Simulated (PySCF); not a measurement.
**MgSe: frontier orbitals**

RHF at R = 2.277 Å; Mg def2-SVP, Se def2-SVP; no relativity (PySCF 2.14). State: ¹Σ⁺ (singlet), closed shell. Only the outer orbitals are listed, counted within each symmetry.

```csv
orbital,occ.,ε (eV),on Mg (%),main shells (%)
10σ,2,-21.00,8,92 Se s
11σ,2,-8.94,39,"57 Se p, 38 Mg s"
5π,2,-7.67,14,"85 Se p, 11 Mg p"
5π,2,-7.67,14,"85 Se p, 11 Mg p"
12σ,0,-1.55,82,"44 Mg s, 38 Mg p, 18 Se p"
6π,0,1.38,93,"84 Mg p, 10 Mg d"
6π,0,1.38,93,"84 Mg p, 10 Mg d"
```

**Question.** Which are the highest filled and the lowest empty level, where do they sit, and how wide is the gap?

**Answer.** Highest filled 5π at -7.67 eV (in %: 85 Se p, 11 Mg p); lowest empty 12σ at -1.55 eV (in %: 44 Mg s, 38 Mg p, 18 Se p); the gap at RHF is 6.12 eV.

- bond order (Mayer): 2.07
- ⟨S²⟩: 0.000
- charge on Mg (Mulliken, basis-dependent): 0.50
- charge on Mg (Löwdin, basis-dependent): 0.07
- dipole moment (positive dipole means Mg(−)Se(+)): -8.66 D
- polarisability along the bond: 109.4 bohr³
- polarisability across the bond: 63.5 bohr³
